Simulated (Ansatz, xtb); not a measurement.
Ranking isomers of C6H5FS2

4 gas-phase structures of C6H5FS2, from a drawn sample of its isomers (lower ones may exist). Each was relaxed with GFN2-xTB; where two conformers were screened, the lower at r2SCAN-D4/def2-SVP is listed:

A. `CC1=CC(=S)C=C(F)S1`, a singlet
B. `CC(=S)c1cscc1F`, a singlet
C. `Fc1cc2c(s1)CSC2`, a singlet
D. `Fc1ccc(S)cc1S`, a singlet

**Question.** Which do you expect lowest at r2SCAN-D4/def2-SVP, and how would the others follow?

**Answer.** Calculated order at r2SCAN-D4/def2-SVP: D (0.0), C (14.2), A (15.7), B (16.0) kcal/mol. Less than 1 kcal/mol parts A and B, so the order within that pair means little.

Energies above the lowest of each column, in kcal/mol; the last columns are at PBE0-D3(BJ)/def2-SVP geometries (a dash: not run or not comparable):

| structure | GFN2-xTB | HF/STO-3G | r2SCAN-D4/def2-SVP | PBE0-D3(BJ)/def2-SVP | CCSD(T)/def2-SVP + ΔMP2/def2-TZVPP |
| --- | --- | --- | --- | --- | --- |
| D | 0.0 | 19.4 | 0.0 | 0.0 | 0.0 |
| C | 3.0 | 0.0 | 14.2 | 11.2 | 9.0 |
| A | 15.9 | 46.2 | 15.7 | 17.6 | – |
| B | 13.1 | 44.1 | 16.0 | 16.6 | – |

CCSD(T)/def2-SVP + ΔMP2/def2-TZVPP puts D lowest of those it was run on; HF/STO-3G picks C. Some further structures that were screened fall inside this span and aren't listed. Flexible structures stand in one conformer each, not always the lowest. Frequencies (GFN2-xTB) were run for C, D alone. The ΔMP2 step shifts differences by up to 3.9 kcal/mol, which makes them less sure. ΔMP2 is the change of the MP2 energy from the smaller to the larger basis.

Over these structures GFN2-xTB departs from r2SCAN-D4/def2-SVP by 3.8 kcal/mol on average once a common shift is removed. A GFN2-xTB relaxation took about 0.087 s and the r2SCAN-D4/def2-SVP energy about 2.9 s on a shared host (Ansatz 0.2.0, xtb 6.7.1).
